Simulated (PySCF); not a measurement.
Trend along the chalcogens: MSn molecules

PBE0 with triple-zeta basis sets in PySCF, for the lowest determinant that a PBE0 search found; no spin–orbit coupling. De refers to high-spin ground-configuration atoms. A positive dipole means M(−)Sn(+).

```csv
M,basis,state (unpaired electrons),Re (Å),ωe (cm⁻¹),De (eV),μ (D)
O,def2-TZVPP,singlet (closed shell),1.818,873,5.34,4.24
S,x2c-TZVPPall,singlet (closed shell),2.205,504,4.99,3.34
Se,def2-TZVPP,singlet (closed shell),2.325,339,4.60,3.13
```

The shortest bond is that of SnO (1.818 Å), the longest that of SnSe (2.325 Å).

The rows differ in basis set, which adds steps of its own.

Relativity is treated differently too: O scalar-relativistic core potentials; S spin-free X2C; Se scalar-relativistic core potentials.

Down a group bonds as a rule get longer and wavenumbers fall, partly through the reduced mass; this series shows no clear exception.

These are scalar-relativistic numbers at best; spin–orbit coupling would shift them, the dissociation energy most.
